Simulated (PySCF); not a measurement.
## Sn (tin, neutral) across methods

[Kr] 4d10 5s1 5p3, high-spin 5S determinant (an excited configuration). All numbers are calculated (PySCF 2.14, scalar relativity by spin-free X2C-1e, in x2c-TZVPPall (8s6p4d2f, 60 functions)).

```csv
method,E (hartree),mean ε 4d β (eV),mean ε 5s α (eV),mean ε 5p α (eV),Σ⟨r²⟩ (bohr²),⟨S²⟩
UHF,-6173.63888,-36.269,-18.336,-8.553,62.70,6.005
PBE0,-6175.95,-29.192,-13.842,-5.992,61.91,6.002
PBEsol,-6173.00,-26.458,-12.170,-5.011,61.97,6.002
PBE,-6175.85,-26.493,-12.110,-4.983,62.08,6.002
MN15,-6180.35,-29.634,-14.428,-6.392,60.73,6.002
LDA,-6170.26,-26.678,-12.308,-5.092,62.10,6.002
M06,-6176.36,-29.496,-13.248,-5.696,62.19,6.001
r2SCAN,-6176.31,-27.167,-12.812,-5.344,61.85,6.003
```

Estimate the same row for wB97X-V.

E (hartree) = -6175.98; mean ε 4d β (eV) = -31.789; mean ε 5s α (eV) = -16.596; mean ε 5p α (eV) = -7.961; Σ⟨r²⟩ (bohr²) = 62.09; ⟨S²⟩ = 6.002.
